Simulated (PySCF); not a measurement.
C2H3O2, SMILES O(C)[C]=O, multiplicity 2.

The structure is a stationary point at B3LYP-D3(BJ)/def2-SVP. The isomer is the one that the SMILES or the coordinates give; other isomers of the formula were not compared. One conformer was computed; it need not be the lowest.

These are SMD-M06-2X/6-31G* (PySCF) values and carry that method's errors.

Solvation free energies are E(SMD) − E(gas) at the gas-phase geometry, for 1 M in both phases. In vacuum the dipole moment is 2.59 D.

Question: Estimate the solvation free energies in water, n-hexane, cyclohexanone. (Estimate from the structure and the level; the computed values follow.)

Answer: 
```csv
solvent,ΔG(solv) (kcal/mol),its non-electrostatic (CDS) part,dipole (D)
water,0.5,6.1,3.20
n-hexane,-0.3,1.0,2.77
cyclohexanone,-1.7,1.6,3.04
```
